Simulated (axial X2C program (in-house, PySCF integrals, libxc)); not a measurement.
YS⁻: from Re and ωe to a spectrum

A bond curve at the CCSD(T) level, 2c, was computed with an in-house relativistic program for diatomic molecules (basis Y dyall-acv3z [12s13p10d6f3g], S dyall-av3z [9s8p3d2f] (cores contracted in-house)) for the state Ω = 0 (closed shell). Its fit gives Re = 2.3861 Å, ωe = 427.7 cm⁻¹, ωexe = 0.986 cm⁻¹ and αe = 4.125e-04 cm⁻¹; the masses are 88.9058 and 31.9721 u. Two-component means X2C with spin–orbit coupling and atomic mean-field Coulomb and Gaunt terms.

Correlated methods: 10 electrons correlated (number of frozen shells: Y 4 s, 3 p, 1 d; S 2 s, 1 p), 326 virtual spin orbitals or spinors in MP2, 90 natural virtuals in coupled cluster.

Task: Find the reduced mass, Be and the force constant.

Result: From the CCSD(T) values: μ = 23.5155 u. Be = 16.8576/(μ Re²) = 0.1259 cm⁻¹. k = 5.8918×10⁻⁷ μ ωe² = 2.53 mdyn/Å.

Task: Where do the fundamental and the first overtone lie?

Result: ν(1←0) = ωe − 2ωexe = 425.7 cm⁻¹; ν(2←0) = 2ωe − 6ωexe = 849.5 cm⁻¹.

Task: Estimate the centrifugal constant by the Kratzer relation.

Result: D = 4Be³/ωe² = 4.36e-08 cm⁻¹.

Task: A Morse curve ties αe to the other constants (Pekeris). How well does that hold?

Result: αe(Morse) = 6Be²/ωe × (√(ωexe/Be) − 1) = 4.000e-04 cm⁻¹; the CCSD(T) curve gives 4.125e-04 cm⁻¹, a ratio of 0.97.

Task: Give B0, the J = 1←0 line in GHz and the most populated J at 300 K (kT = 208.5 cm⁻¹).

Result: B0 = Be − αe/2 = 0.1257 cm⁻¹; 2B0 = 7.537 GHz; J(max) ≈ √(kT/2B0) − 1/2 = 28.3, so J = 28.

The state is one determinant whose occupation by symmetry is held fixed; it was picked as the lowest of a PBE0 search that is not exhaustive. Coupled cluster ran in a truncated set of natural virtual spinors; the MP2 energy of the rest was added. (T) has no such correction and the atoms are truncated less, which lowers De at CCSD(T) by a hundredth of an eV or more. The outer-core s and p shells of the metal are frozen in the correlated rows, which leaves out core–valence correlation; for alkali and alkaline-earth bonds that tends to lengthen them. With the outer-core shells frozen, correlated bond lengths of heavy atoms tend to come out a few hundredths of an ångström too long.
